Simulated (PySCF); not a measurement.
**`Cc1ccc(C=S)o1`, C$_{6}$H$_{6}$OS**

Molfile (atoms numbered from 1):
```
C6H6OS
     RDKit          3D

 14 14  0  0  0  0  0  0  0  0999 V2000
   -2.6098   -0.8238    0.0599 C   0  0  0  0  0  0  0  0  0  0  0  0
   -1.2999   -0.1376    0.0848 C   0  0  0  0  0  0  0  0  0  0  0  0
   -0.9414    1.1929    0.1085 C   0  0  0  0  0  0  0  0  0  0  0  0
    0.4706    1.2254    0.1240 C   0  0  0  0  0  0  0  0  0  0  0  0
    0.8929   -0.0893    0.1088 C   0  0  0  0  0  0  0  0  0  0  0  0
    2.1770   -0.7081    0.1128 C   0  0  0  0  0  0  0  0  0  0  0  0
    3.6145    0.0651    0.1393 S   0  0  0  0  0  0  0  0  0  0  0  0
   -0.2026   -0.9060    0.0850 O   0  0  0  0  0  0  0  0  0  0  0  0
   -2.7078   -1.4524   -0.8393 H   0  0  0  0  0  0  0  0  0  0  0  0
   -3.4235   -0.0882    0.0636 H   0  0  0  0  0  0  0  0  0  0  0  0
   -2.7262   -1.4818    0.9356 H   0  0  0  0  0  0  0  0  0  0  0  0
   -1.6264    2.0378    0.1139 H   0  0  0  0  0  0  0  0  0  0  0  0
    1.1340    2.0870    0.1440 H   0  0  0  0  0  0  0  0  0  0  0  0
    2.1289   -1.8092    0.0958 H   0  0  0  0  0  0  0  0  0  0  0  0
  1  2  1  0
  2  3  2  0
  3  4  1  0
  4  5  2  0
  5  6  1  0
  6  7  2  0
  5  8  1  0
  8  2  1  0
  1  9  1  0
  1 10  1  0
  1 11  1  0
  3 12  1  0
  4 13  1  0
  6 14  1  0
M  END
```

Level of theory: PySCF, quadratic response CAM-B3LYP/aug-cc-pVDZ first hyperpolarisability, Taylor convention, gas phase. Geometry: PBE0-D3(BJ)/def2-SVP.

Give β for the processes computed.

In au, Taylor convention; the vector part is βᵢ = ⅓ Σⱼ (βᵢⱼⱼ + βⱼᵢⱼ + βⱼⱼᵢ); β∥ is 3/5 of the vector part along the dipole, the dipole points from − to +:
```tsv
process	λ (nm)	β vector norm	β∥	β HRS	depolarisation ratio
static β(0;0,0)	∞	1706.9	1019.2	702.2	5.11
second harmonic β(−2ω;ω,ω)	1907	1989.2	1188.0	818.0	5.10
Pockels β(−ω;ω,0)	1907	1793.2	1070.8	–	–
Pockels β(−ω;ω,0)	1064	2011.8	1201.5	–	–
```

Second harmonics within 0.3 eV of the first excitation or beyond it are left out.

Which lowest excitations, dipole and polarisabilities go with it?

S1 2.25 eV (f = 0.000); S2 3.80 eV (f = 0.515); S3 5.56 eV (f = 0.013); dipole 4.72 D; isotropic α 110.6 au static, 111.6 au at 1907 nm, 114.1 au at 1064 nm, 115.1 au at 953.5 nm.
